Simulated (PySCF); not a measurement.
Continuum solvent and chemical shifts

Bonds (- single, = double, # triple, : aromatic): C1-O2, O2-C3, C3-C4, C4-S5, S5=O6, S5=O7, S5-C8, C8-C3. C1 carries H9, H10, H11; C3 carries H12; C4 carries H13, H14; C8 carries H15, H16. H13, H15 are cis to O2 on the ring; H14, H16 are trans to O2 on the ring.

GIAO PBE0/pcSseg-1 in PySCF 2.14.0 with density-fitted response routines on one PBE0-D3(BJ)/def2-SVP conformer, non-relativistic, equivalent nuclei averaged. Solvents enter as an IEF-PCM continuum (benzene with ε = 2.3, methanol with ε = 32.6) around the gas-phase geometry. Shifts are referred to TMS, CS2 computed in the same medium.

In benzene, δ in ppm: C4/C8 77.1, C3 62.2, C1 58.1, S5 285.6, H14/H16 4.18, H13/H15 3.94, H12 3.89, H9/H10/H11 3.30. Dipole moment 5.79 D.

**Question.** How does each δ change in the more polar medium?

**Answer.** 
```json
{"atoms": "C4/C8", "environment": "sp3 CH2 bonded to S", "Δδ, methanol": "+1.7"}
{"atoms": "C3", "environment": "sp3 CH bonded to O", "Δδ, methanol": "+0.1"}
{"atoms": "C1", "environment": "methyl carbon bonded to O", "Δδ, methanol": "+0.4"}
{"atoms": "S5", "environment": "sulfone sulfur", "Δδ, methanol": "+4.9"}
{"atoms": "H14/H16", "environment": "hydrogen on an sp3 CH2 bonded to S", "Δδ, methanol": "+0.20"}
{"atoms": "H13/H15", "environment": "hydrogen on an sp3 CH2 bonded to S", "Δδ, methanol": "+0.13"}
{"atoms": "H12", "environment": "hydrogen on an sp3 CH bonded to O", "Δδ, methanol": "+0.19"}
{"atoms": "H9/H10/H11", "environment": "hydrogen on a methyl carbon bonded to O", "Δδ, methanol": "+0.07"}
```

Changes are relative to benzene. The dipole moment becomes 6.43 D in methanol.

**Question.** Which of the listed nuclei move most (in ppm), and what does the model miss? (N and O are left out, as their reference compounds move with the solvent too.)

**Answer.** S5 (sulfone sulfur, +4.9 ppm) in methanol. A continuum only polarises the solute; specific hydrogen bonds, the anisotropy of aromatic solvents and changes of geometry or conformer are outside it.
